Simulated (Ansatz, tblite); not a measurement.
Forces on Mg₅⁻ at its B3LYP/def2-SVPD geometry. The state is a doublet with charge -1.

The xTB rows come from tblite. The structure comes from a short search, and lower isomers may exist.

GFN1-xTB (tblite), largest force 0.22 eV/Å:

```xyz
5
positions Å, forces eV/Å
Mg   -1.257   -3.184    0.271    0.206    0.072    0.019
Mg   -1.181    3.184   -0.508    0.206   -0.072    0.021
Mg   -0.949    0.001   -0.087   -0.216    0.000   -0.021
Mg    1.668   -1.685    0.417   -0.098   -0.108   -0.008
Mg    1.718    1.685   -0.094   -0.098    0.108   -0.012
```

GFN2-xTB (tblite), largest force 0.25 eV/Å:

```
Mg 0.004 -0.244 0.028
Mg 0.009 0.244 -0.028
Mg -0.133 0.001 -0.011
Mg 0.059 -0.102 0.024
Mg 0.062 0.102 -0.012
```

r2SCANh/def2-TZVPD (Ansatz), largest force 0.18 eV/Å:

```
Mg 0.104 0.120 -0.003
Mg 0.102 -0.120 0.023
Mg 0.115 0.000 0.011
Mg -0.159 0.086 -0.031
Mg -0.162 -0.086 0.001
```
